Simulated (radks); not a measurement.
The numbers below are computed, except where a source is named.
Valence configurations of neutral iridium (all share [Xe]). Code: a radial shooting solver on a logarithmic mesh with Libxc functionals. Model: scalar-relativistic Kohn-Sham, BLYP, spin-polarised, spherical densities, point nucleus; open shells are filled with parallel spins first (spin-orbit coupling, left out, can overturn this in heavy ions). Energies are relative to 4f14 5d7 6s2; eigenvalues in eV for spin up.

| valence | E (eV) | moment (Bohr magnetons) | e(4f) | e(5d) | e(6p) | e(6s) |
|---|---|---|---|---|---|---|
| 4f14 5d7 6s2 | 0.000 | 3 | -62.016 | -7.712 | - | -6.593 |
| 4f13 5d7 6s2 6p1 | 67.202 | 5 | -78.100 | -12.685 | -2.554 | -8.857 |
| 4f13 5d5 6s2 6p3 | 87.282 | 9 | -87.963 | -20.355 | -4.664 | -12.663 |
| 4f14 5d9 | 1.521 | 1 | -57.266 | -4.119 | - | - |
| 4f14 5d7.5 6s1.5 | -0.029 | 3 | -60.668 | -6.742 | - | -6.257 |
| 4f13 5d8 6s2 | 60.083 | 3 | -73.143 | -8.595 | - | -6.547 |
| 4f13 5d7.5 6s1.5 6p1 | 65.847 | 5 | -76.467 | -11.517 | -2.427 | -8.481 |
| 4f14 5d8 6s1 | 0.100 | 3 | -59.396 | -5.824 | - | -5.927 |
| 4f14 5d7 6s1 6p1 | 4.344 | 5 | -63.685 | -9.397 | -2.309 | -8.056 |
| 4f12 5d9 6s2 | 129.09 | 3 | -84.658 | -9.454 | - | -6.483 |

NIST lists [Xe] 4f14 5d7 6s2 as the ground configuration; this level of theory puts 4f14 5d7.5 6s1.5 lower, by 0.029 eV. The energies are those of spherical high-spin densities, not of single terms.
